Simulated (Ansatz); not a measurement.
`COc1ccc(-c2ccc(/C=C/c3ccc(/C=C/c4ccc(/C=C/c5ccc(C(F)=C(F)F)cc5)cc4)cc3)cc2)cc1`. Charge 0, multiplicity 1. Geometry r2SCAN-D4/def2-SVP; atoms count from 1.

```xyz
72

C    -1.524    4.520  -14.785
O    -0.527    5.045  -13.938
C    -0.496    4.629  -12.649
C     0.522    5.172  -11.846
C     0.631    4.807  -10.511
C    -0.262    3.885   -9.923
C    -0.144    3.502   -8.503
C    -0.491    2.207   -8.061
C    -0.389    1.842   -6.725
C     0.067    2.757   -5.749
C     0.187    2.437   -4.335
C    -0.091    1.248   -3.740
C     0.019    0.935   -2.325
C    -0.295   -0.372   -1.883
C    -0.217   -0.732   -0.545
C     0.181    0.201    0.438
C     0.277   -0.107    1.854
C     0.045   -1.308    2.447
C     0.133   -1.608    3.866
C     0.436   -0.646    4.856
C     0.502   -0.997    6.197
C     0.275   -2.323    6.634
C     0.363   -2.623    8.054
C     0.224   -3.840    8.640
C     0.310   -4.136   10.062
C     0.198   -5.476   10.495
C     0.275   -5.828   11.836
C     0.470   -4.838   12.822
C     0.561   -5.121   14.246
F     0.759   -4.056   15.050
C     0.476   -6.304   14.890
F     0.285   -7.465   14.298
F     0.577   -6.427   16.192
C     0.580   -3.493   12.402
C     0.502   -3.153   11.059
C    -0.032   -3.285    5.645
C    -0.100   -2.934    4.305
C     0.495    1.508   -0.004
C     0.419    1.868   -1.342
C     0.416    4.050   -6.194
C     0.315    4.414   -7.533
C    -1.270    3.351  -10.743
C    -1.397    3.711  -12.087
H    -1.366    4.978  -15.771
H    -1.443    3.422  -14.879
H    -2.538    4.775  -14.428
H     1.223    5.875  -12.304
H     1.448    5.223   -9.914
H    -0.821    1.463   -8.792
H    -0.662    0.824   -6.434
H     0.540    3.266   -3.710
H    -0.437    0.416   -4.365
H    -0.610   -1.116   -2.623
H    -0.475   -1.754   -0.256
H     0.572    0.741    2.485
H    -0.236   -2.160    1.817
H     0.617    0.393    4.571
H     0.737   -0.230    6.942
H     0.571   -1.755    8.690
H     0.034   -4.713    8.004
H     0.048   -6.261    9.747
H     0.184   -6.878   12.115
H     0.728   -2.713   13.151
H     0.589   -2.100   10.779
H    -0.224   -4.322    5.932
H    -0.342   -3.699    3.560
H     0.806    2.253    0.736
H     0.670    2.892   -1.630
H     0.764    4.786   -5.461
H     0.567    5.436   -7.830
H    -2.000    2.658  -10.316
H    -2.207    3.280  -12.679
```

Single mean-field runs in def2-SVP are fitted with def2-universal-jkfit.

(1) Estimate the Mulliken populations of the heavy atoms from the PBE0/def2-SVP orbitals of Ansatz.

(2) And the Mayer bond orders between heavy atoms (over 0.3, the first 40 of 47)?

## Answers

(1) 
```
atom  charge (e)
  C1        0.11
  O2       -0.34
  C3        0.22
  C4       -0.04
  C5       -0.03
  C6        0.03
  C7        0.03
  C8       -0.03
  C9       -0.03
 C10        0.03
 C11        0.00
 C12       -0.01
 C13        0.03
 C14       -0.04
 C15       -0.02
 C16        0.03
 C17       -0.01
 C18       -0.01
 C19        0.03
 C20       -0.02
 C21       -0.04
 C22        0.03
 C23        0.00
 C24       -0.01
 C25        0.03
 C26       -0.04
 C27       -0.01
 C28       -0.04
 C29        0.18
 F30       -0.21
 C31        0.34
 F32       -0.16
 F33       -0.15
 C34       -0.02
 C35       -0.02
 C36       -0.02
 C37       -0.04
 C38       -0.04
 C39       -0.02
 C40       -0.04
 C41       -0.03
 C42       -0.03
 C43       -0.11
```
Mulliken values depend strongly on the basis.

(2) C1–O2 0.95 (1.41 Å); O2–C3 1.11 (1.35 Å); C3–C4 1.34 (1.41 Å); C3–C43 1.31 (1.40 Å); C4–C5 1.42 (1.39 Å); C5–C6 1.34 (1.41 Å); C6–C7 1.02 (1.48 Å); C6–C42 1.39 (1.41 Å); C7–C8 1.34 (1.41 Å); C7–C41 1.37 (1.41 Å); C8–C9 1.44 (1.39 Å); C9–C10 1.32 (1.41 Å); C10–C11 1.11 (1.46 Å); C10–C40 1.33 (1.41 Å); C11–C12 1.69 (1.36 Å); C12–C13 1.11 (1.45 Å); C13–C14 1.31 (1.42 Å); C13–C39 1.33 (1.41 Å); C14–C15 1.44 (1.39 Å); C15–C16 1.33 (1.41 Å); C16–C17 1.12 (1.45 Å); C16–C38 1.31 (1.42 Å); C17–C18 1.68 (1.36 Å); C18–C19 1.12 (1.45 Å); C19–C20 1.33 (1.41 Å); C19–C37 1.31 (1.42 Å); C20–C21 1.44 (1.39 Å); C21–C22 1.31 (1.42 Å); C22–C23 1.11 (1.45 Å); C22–C36 1.33 (1.41 Å); C23–C24 1.69 (1.36 Å); C24–C25 1.11 (1.45 Å); C25–C26 1.32 (1.41 Å); C25–C35 1.33 (1.41 Å); C26–C27 1.43 (1.39 Å); C27–C28 1.33 (1.41 Å); C28–C29 1.05 (1.45 Å); C28–C34 1.33 (1.41 Å); C29–F30 1.04 (1.35 Å); C29–C31 1.62 (1.35 Å).
